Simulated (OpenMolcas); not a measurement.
Au5+ among 4 point charges of -1 e arranged as a tetrahedron (Td), 1.95 Å from the ion.
```
   1.1258    1.1258    1.1258  -1.00
   1.1258   -1.1258   -1.1258  -1.00
  -1.1258    1.1258   -1.1258  -1.00
  -1.1258   -1.1258    1.1258  -1.00
```

```yaml
Program: OpenMolcas
Method: CASSCF
Basis: ANO-RCC-VDZP [7s6p4d2f]
Scalar_Hamiltonian: DKH2, point nucleus
Active_space: 6 electrons in 5 orbitals (5d)
State_averaging: 2S+1 = 5 even, 5 roots; 2S+1 = 3 even, 45 roots; 2S+1 = 1 even, 50 roots
Spin-orbit_coupling: state interaction with AMFI integrals over the reference wave functions
```

Task: What is the spin-free ground state (labels of Td)?

Result: 5E, 2-fold in its orbital part, 100 % from free-ion D terms; it has the highest spin that d6 allows.

Task: Where is the first state of the same spin?

Result: 5T2 at 1620 cm-1 above the ground state.

Task: What are the lowest two levels with spin-orbit coupling?

Result: A 1-fold level A1, then a 3-fold level T1 67.9 cm-1 above it. Their leading multiplicities are 5 (79 %) and 5 (78 %).

Task: What is χT at 300 K?

Result: 5.07 cm3 K/mol.

Task: Which ligand-field parameters describe the states?

Result: A least-squares ligand-field fit to the states below 45000 cm-1, each weighted by its degeneracy and with a free common offset, gives 10Dq = -1547 cm-1 (negative for this site), B = 1002 cm-1 and C = 4173 cm-1 (C/B = 4.16), with an rms deviation of 19 cm-1. 

Spin-orbit coupling mixes the spin-free states strongly: the lowest level takes only 51 % from its leading state, 5E. An orbital doublet at a regular site is open to a Jahn-Teller distortion, which this geometry leaves out. Without dynamic correlation the repulsion within the d shell is too large (B by tens of per cent), so at a given field states of lower spin stand too high. Point charges give a weaker field than real ligands, and real ions of this kind are as a rule low spin; the high spin found here belongs to the model. The ground term spreads over less than 5000 cm-1, several times less than with real ligands, so orbital moments are less quenched and χT lies further from the spin-only value than at real sites. Point charges carry no covalency, so the field is a model and not that of real ligands. No measured value stands beside these numbers.
